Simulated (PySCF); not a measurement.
Simulation results for AlB2H4N, B2H4NSi

All values are calculated (PySCF 2.14.0). Calculation on a computer-drawn molecule: optimised geometry and harmonic frequencies of an isolated molecule of the commonest isotopes, restricted reference for singlets and unrestricted otherwise, frozen core in MP2.

Common to all runs: charge 0; method HF; basis cc-pV(D+d)Z.

```yaml
- entry: 1
  formula: AlB2H4N
  start_structure:
    atoms_angstrom:
      - [B, -2.7548, -0.6307, 1.2932]
      - ["N", -1.3291, -0.8717, 1.4012]
      - [B, -0.5421, -1.634, 0.5304]
      - [Al, -0.4879, -0.1085, 2.8744]
      - [H, -3.2952, -1.1941, 0.3486]
      - [H, -3.2864, -0.0981, 2.0477]
      - [H, 0.632, -1.7168, 0.7124]
      - [H, -0.9916, -2.1879, -0.4019]
  given:
    multiplicity: 1
    drawn_bonds_atom: [1, 2, 2, 1, 1, 3, 3]
    drawn_bonds_other_atom: [2, 3, 4, 5, 6, 7, 8]
    drawn_bonds_order: [1, 1, 1, 1, 1, 1, 1]
  results:
    "rotational_constants [GHz]": null
    "total_energy [hartree]": null
- entry: 2
  formula: B2H4NSi
  start_structure:
    atoms_angstrom:
      - [B, -1.5801, 2.163, -0.4807]
      - ["N", -1.0489, 1.0263, -0.2905]
      - [B, -0.5458, -0.2506, -0.0352]
      - [Si, 0.0766, -1.922, 0.2656]
      - [H, -1.9792, 3.2436, -0.593]
      - [H, -0.7473, -3.0307, -0.2172]
      - [H, 1.4067, -2.2166, -0.5003]
      - [H, 0.4051, -2.2576, 1.638]
  given:
    multiplicity: 2
    drawn_bonds_atom: [1, 2, 3, 1, 4, 4, 4]
    drawn_bonds_other_atom: [2, 3, 4, 5, 6, 7, 8]
    drawn_bonds_order: [1, 2, 1, 1, 1, 1, 1]
  results:
    spin_squared: null
```

## Withheld values
1. Estimate the rotational constants of AlB2H4N (entry 1).
2. Give the missing total energy for AlB2H4N (entry 1).
3. Give the missing spin squared for B2H4NSi (entry 2).

## Answers
1. 10.5, 5.192, 3.473 GHz
2. -348.1341 hartree
3. 0.8006

Further results for AlB2H4N (entry 1):

| Item | Value |
| --- | --- |
| convergence status largest gradient component | 3.254e-05 hartree/bohr |

Optimised structure:
```xyz
8
AlB2H4N
B     -2.7223    -0.7038     1.2634
N     -1.3157    -0.8730     1.4339
B     -0.5308    -1.6361     0.5185
Al    -0.4800    -0.0718     2.8993
H     -3.3145    -1.1951     0.3412
H     -3.3351    -0.0449     2.0739
H      0.6589    -1.7442     0.7162
H     -1.0156    -2.1729    -0.4404
```

Modes:
```tsv
frequency (cm⁻¹)	reduced mass (dalton)
142.7	3.783
254.7	4.232
319.4	2.624
356.5	1.044
388.8	1.015
601.9	4.258
973.1	2.036
981.8	1.29
1109	1.351
1117	1.427
1201	2.075
1299	1.319
1392	1.399
1416	3.691
2601	1.059
2617	1.069
2700	1.114
2718	1.111
```

Further results for B2H4NSi (entry 2):

| Quantity | Value |
| --- | --- |
| rotational constants | 42, 2.311, 2.248 GHz |
| total energy | -395.0669 hartree |
| convergence status largest gradient component | 3.381e-05 hartree/bohr |

Optimised structure:
```xyz
8
B2H4NSi
B     -1.5987     1.9891    -0.4901
N     -0.8332     1.0562    -0.1405
B      0.0469     0.0947     0.2669
Si     0.1286    -1.9220     0.2346
H     -2.3024     2.8671    -0.8108
H     -1.0502    -2.5889    -0.3805
H      1.3372    -2.3310    -0.5223
H      0.2587    -2.4098     1.6295
```

Modes:
```tsv
frequency (cm⁻¹)	reduced mass (dalton)
66.93	1.438
126.4	3.507
216.3	4.428
356.8	4.477
520.9	3.518
610	1.249
656.6	1.468
671.7	1.471
837.3	1.36
993	1.1
1018	1.042
1032	1.034
1245	8.477
1819	6.487
2270	1.044
2296	1.051
2303	1.025
2987	1.159
```
